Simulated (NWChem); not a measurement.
System: C₄H₇ cation

Excerpt of the output:

```
             Northwest Computational Chemistry Package (NWChem) 7.3.0
             --------------------------------------------------------

 C1  symmetry detected

                             Geometry "geometry" -> ""
                             -------------------------

 Output coordinates in angstroms (scale by  1.889725989 to convert to a.u.)

  No.       Tag          Charge          X              Y              Z
 ---- ---------------- ---------- -------------- -------------- --------------
    1 C                    6.0000    -1.16125925     0.80695312     0.00140913
    2 C                    6.0000    -0.00109754     0.04139995    -0.00156288
    3 C                    6.0000     1.16957153     0.79124169     0.00137965
    4 C                    6.0000    -0.00787592    -1.45647718     0.00010992
    5 H                    1.0000    -2.15539949     0.34357606     0.03569374
    6 H                    1.0000    -1.12246013     1.90213413    -0.02258677
    7 H                    1.0000     2.15755159     0.31445406     0.03560568
    8 H                    1.0000     1.14586388     1.88689278    -0.02259896
    9 H                    1.0000    -0.94304959    -1.85406538     0.41539704
   10 H                    1.0000     0.08885530    -1.83273966    -1.03117113
   11 H                    1.0000     0.83260550    -1.85895751     0.58164547

 Effective nuclear repulsion energy (a.u.)     112.4624980674

                                 NWChem DFT Module
                                 -----------------

 Summary of "ao basis" -> "ao basis" (spherical)
 ------------------------------------------------------------------------------
       Tag                 Description            Shells   Functions and Types
 ---------------- ------------------------------  ------  ---------------------
 C                          def2-svp                 6       14   3s2p1d
 H                          def2-svp                 3        5   2s1p

            General Information
            -------------------
          SCF calculation type: DFT
          Wavefunction type:  closed shell.
          No. of atoms     :    11
          No. of electrons :    30
           Alpha electrons :    15
            Beta electrons :    15
          Charge           :     1
          Spin multiplicity:     1
          Use of symmetry is: off; symmetry adaption is: off
          Maximum number of iterations: 150
          AO basis - number of functions:    91
                     number of shells:    45
          Convergence on energy requested:  1.00D-06
          Convergence on density requested:  1.00D-05
          Convergence on gradient requested:  5.00D-04

              XC Information
              --------------
                         B3LYP Method XC Potential
                     Hartree-Fock (Exact) Exchange  0.200
                        Slater Exchange Functional  0.800 local
                    Becke 1988 Exchange Functional  0.720 non-local
              Lee-Yang-Parr Correlation Functional  0.810
                  VWN I RPA Correlation Functional  0.190 local

             Grid Information
             ----------------
          Grid used for XC integration:  medium
          Radial quadrature: Mura-Knowles
          Angular quadrature: Lebedev.
          Tag              B.-S. Rad. Rad. Pts. Rad. Cut. Ang. Pts.
          ---              ---------- --------- --------- ---------
          C                   0.70       49          10.0       434
          H                   0.35       45          11.0       434
          Grid pruning is: on
          Number of quadrature shells:   511
          Spatial weights used:  Erf1

      Superposition of Atomic Density Guess
      -------------------------------------

 Sum of atomic energies:        -153.99419517

 Renormalizing density from      31.00 to     30

      Non-variational initial energy
      ------------------------------

 Total energy =    -152.846043
 1-e energy   =    -413.361511
 2-e energy   =     148.052970
 HOMO         =      -0.668065
 LUMO         =      -0.460672

     ---------------------------------------------
      Total Density - Mulliken Population Analysis
     ---------------------------------------------

    Atom       Charge   Shell Charges
 -----------   ------   -------------------------------------------------------
    1 C    6     5.80   1.99  1.05  0.27  1.84  0.63  0.03
    2 C    6     6.52   1.99  1.06  0.16  2.17  1.09  0.05
    3 C    6     5.80   1.99  1.05  0.27  1.83  0.63  0.03
    4 C    6     6.37   1.99  1.03  0.10  2.32  0.90  0.02
    5 H    1     0.79   0.63  0.14  0.02
    6 H    1     0.78   0.62  0.14  0.02
    7 H    1     0.79   0.62  0.14  0.02
    8 H    1     0.78   0.62  0.14  0.02
    9 H    1     0.79   0.63  0.14  0.03
   10 H    1     0.77   0.62  0.13  0.03
   11 H    1     0.79   0.63  0.14  0.03

   convergence    iter        energy       DeltaE   RMS-Dens  Diis-err
 ---------------- ----- ----------------- --------- --------- ---------
 d= 0,ls=0.0,diis     1   -156.0979652706 -2.69D+02  1.34D-02  6.78D-01
 d= 0,ls=0.0,diis     2   -156.0876748505  1.03D-02  7.78D-03  6.53D-01
 d= 0,ls=0.0,diis     3   -156.1736366959 -8.60D-02  1.34D-03  3.55D-02
 d= 0,ls=0.0,diis     4   -156.1777761201 -4.14D-03  3.88D-04  2.54D-03
 d= 0,ls=0.0,diis     5   -156.1780731652 -2.97D-04  1.53D-04  1.72D-04
  Resetting Diis
 d= 0,ls=0.0,diis     6   -156.1780844355 -1.13D-05  7.32D-05  9.27D-05
 d= 0,ls=0.0,diis     7   -156.1780987320 -1.43D-05  2.37D-05  1.58D-06
 d= 0,ls=0.0,diis     8   -156.1780983026  4.29D-07  1.72D-05  4.31D-06
 d= 0,ls=0.0,diis     9   -156.1780988983 -5.96D-07  4.25D-06  3.26D-07

         Total DFT energy =     -156.178098898317
      One electron energy =     -423.670935506984
           Coulomb energy =      178.937145337717
    Exchange-Corr. energy =      -23.906806796472
 Nuclear repulsion energy =      112.462498067423

 Numeric. integr. density =       29.999986137299

                       DFT Final Molecular Orbital Analysis
                       ------------------------------------

 Vector   13  Occ=2.000000D+00  E=-5.974493D-01
              MO Center= -4.8D-03, -3.6D-01, -2.1D-02, r^2= 2.8D+00
   Bfn.  Coefficient  Atom+Function         Bfn.  Coefficient  Atom+Function
  ----- ------------  ---------------      ----- ------------  ---------------
    47     -0.376513   4 C  py               19      0.374450   2 C  py
    33     -0.198245   3 C  py                5     -0.195374   1 C  py
    72     -0.170891   8 H  s                62     -0.169413   6 H  s
    50     -0.148449   4 C  py               82      0.139790  10 H  s
    77      0.112930   9 H  s                16     -0.107914   2 C  s

 Vector   14  Occ=2.000000D+00  E=-5.762698D-01
              MO Center= -6.8D-02, -1.4D+00,  2.1D-01, r^2= 1.8D+00
   Bfn.  Coefficient  Atom+Function         Bfn.  Coefficient  Atom+Function
  ----- ------------  ---------------      ----- ------------  ---------------
    46      0.435884   4 C  px               77     -0.322330   9 H  s
    87      0.292732  11 H  s                49      0.169811   4 C  px
    18     -0.122083   2 C  px               78     -0.119104   9 H  s
     5     -0.114289   1 C  py               88      0.108852  11 H  s
    31     -0.104782   3 C  s                33      0.104871   3 C  py

 Vector   15  Occ=2.000000D+00  E=-5.320286D-01
              MO Center=  2.2D-02, -2.7D-01, -9.8D-02, r^2= 2.9D+00
   Bfn.  Coefficient  Atom+Function         Bfn.  Coefficient  Atom+Function
  ----- ------------  ---------------      ----- ------------  ---------------
    20      0.284586   2 C  pz               48     -0.280020   4 C  pz
     6      0.277092   1 C  pz               34      0.275666   3 C  pz
    82      0.248094  10 H  s                 9      0.171570   1 C  pz
    37      0.169240   3 C  pz               23      0.165598   2 C  pz
    51     -0.152422   4 C  pz               87     -0.142358  11 H  s

 Vector   16  Occ=0.000000D+00  E=-3.737592D-01
              MO Center=  1.1D-02,  7.9D-01,  3.3D-04, r^2= 2.5D+00
   Bfn.  Coefficient  Atom+Function         Bfn.  Coefficient  Atom+Function
  ----- ------------  ---------------      ----- ------------  ---------------
    34     -0.454040   3 C  pz                6      0.451154   1 C  pz
     9      0.375498   1 C  pz               37     -0.377328   3 C  pz
    49      0.041320   4 C  px               27      0.034837   2 C  d  1
    88     -0.032597  11 H  s                21     -0.028611   2 C  px
    78      0.026736   9 H  s

 Vector   17  Occ=0.000000D+00  E=-2.011039D-01
              MO Center=  4.2D-03,  2.6D-01, -2.7D-02, r^2= 2.7D+00
   Bfn.  Coefficient  Atom+Function         Bfn.  Coefficient  Atom+Function
  ----- ------------  ---------------      ----- ------------  ---------------
    23      0.699889   2 C  pz               20      0.523635   2 C  pz
     9     -0.464969   1 C  pz               37     -0.460962   3 C  pz
     6     -0.293931   1 C  pz               34     -0.287215   3 C  pz
    83      0.254594  10 H  s                88     -0.155273  11 H  s
    82      0.145015  10 H  s                78     -0.112016   9 H  s

 Vector   18  Occ=0.000000D+00  E=-1.273995D-01
              MO Center=  6.2D-03,  1.2D+00,  1.4D-02, r^2= 6.3D+00
   Bfn.  Coefficient  Atom+Function         Bfn.  Coefficient  Atom+Function
  ----- ------------  ---------------      ----- ------------  ---------------
    73      1.016780   8 H  s                63      0.997629   6 H  s
     3     -0.879754   1 C  s                31     -0.877345   3 C  s
    45     -0.781030   4 C  s                58      0.599528   5 H  s
    68      0.602227   7 H  s                36     -0.414839   3 C  py
    78      0.414856   9 H  s                 8     -0.406557   1 C  py

[...]
```

Level: B3LYP/def2-SVP. All runs use the structure optimised with PBE0/def2-SVP.

Q: Which NWChem input produces such a log?

A: This is not unique; one that fits is the input that was run:
```
start job
memory heap 200 mb stack 900 mb global 1100 mb
charge 1
geometry units angstroms noautoz
  C     -1.155227     0.811062     0.001403
  C     -0.000405     0.037485    -0.003121
  C      1.175438     0.779168     0.002956
  C     -0.017581    -1.460307    -0.006078
  H     -2.152584     0.354495     0.033561
  H     -1.108810     1.906016    -0.019184
  H      2.160060     0.295429     0.036401
  H      1.159353     1.875026    -0.017656
  H     -0.955791    -1.852671     0.407325
  H      0.077280    -1.834051    -1.038448
  H      0.819667    -1.870404     0.574800
end
basis spherical
  C library def2-svp
  H library def2-svp
end
dft
  xc b3lyp
  iterations 150
  mulliken
end
task dft energy
```
